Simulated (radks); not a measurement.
Problem. Isoelectronic series with 20 electrons, all held in the configuration [Ar] 3d2, which need not be the ground one along the series. All-electron calculation, scalar-relativistic Kohn-Sham, PBE, spin-polarised, spherical densities, point nucleus; open shells are filled with parallel spins first (spin-orbit coupling, left out, can overturn this in heavy ions). Program: a radial shooting solver on a logarithmic mesh with Libxc functionals. Total energies (hartree) and orbital eigenvalues (eV) (* marks an orbital that is empty in some or all of the ions):

ion,E (hartree),4s up*,3d down*,3d up,3p down,3p up,3s down
Mn5+,-1151.77847,-56.0442,-80.9600,-83.7479,-131.4626,-134.2812,-163.6347
Co7+,-1377.64193,-91.4538,-139.5842,-142.9925,-200.1372,-203.4365,-238.3134
Cu9+,-1624.85693,-134.1840,-211.0166,-215.0305,-281.5739,-285.3189,-326.0492
Ga11+,-1893.54807,-184.1412,-295.0041,-299.6136,-375.6125,-379.7844,-426.7062
As13+,-2183.86149,-241.2916,-391.4120,-396.6098,-482.1903,-486.7781,-540.2634
Br15+,-2495.96157,-305.6334,-500.1623,-505.9429,-601.2910,-606.2881,-666.7571
Rb17+,-2830.02966,-377.1852,-621.2084,-627.5677,-732.9251,-738.3274,-806.2589
Nb21+,-3564.87838,-542.0594,-900.0914,-907.5989,-1033.918,-1040.124,-1124.696
Tc23+,-3966.10537,-635.4781,-1057.908,-1065.986,-1203.367,-1209.974,-1303.883
Rh25+,-4390.19405,-736.2961,-1227.974,-1236.622,-1385.526,-1392.534,-1496.580
Ag27+,-4837.41215,-844.5819,-1410.296,-1419.511,-1580.461,-1587.870,-1702.956
Sb31+,-5802.40486,-1083.868,-1811.751,-1822.098,-2008.954,-2017.169,-2157.493
I33+,-6320.81544,-1215.042,-2030.916,-2041.827,-2242.674,-2251.294,-2406.074
Cs35+,-6863.6299,-1354.033,-2262.397,-2273.872,-2489.494,-2498.521,-2669.171

Estimate the row of In29+.

Solution. E (hartree) -5308.04666; 4s up* -960.4115; 3d down* -1604.884; 3d up -1614.665; 3p down -1788.244; 3p up -1796.056; 3s down -1923.193.
